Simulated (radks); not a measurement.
Task: O IV, 5 electrons, occupied as [He] 2s2 2p1. Calculated with a radial shooting solver on a logarithmic mesh with Libxc functionals: Dirac Kohn-Sham, BLYP, spin-unpolarised, spherical densities, point nucleus; open shells are shared between the two j in proportion to 2j + 1; speed of light set to 411.108 atomic units (3 times the physical value, a model run). Some entries of the table are withheld. Estimate them.

orbital      occ.  eigenvalue (hartree)  r(max) (bohr)
1s1/2           2                   (1)            (2)
2s1/2           2                   (3)         0.8058
2p1/2    0.333333                   (4)            (5)
2p3/2    0.666667                   (6)            (7)

Result: 
(1) 1s1/2 eigenvalue (hartree): -21.58094
(2) 1s1/2 r(max) (bohr): 0.1292
(3) 2s1/2 eigenvalue (hartree): -2.91582
(4) 2p1/2 eigenvalue (hartree): -2.39086
(5) 2p1/2 r(max) (bohr): 0.6997
(6) 2p3/2 eigenvalue (hartree): -2.39060
(7) 2p3/2 r(max) (bohr): 0.6998
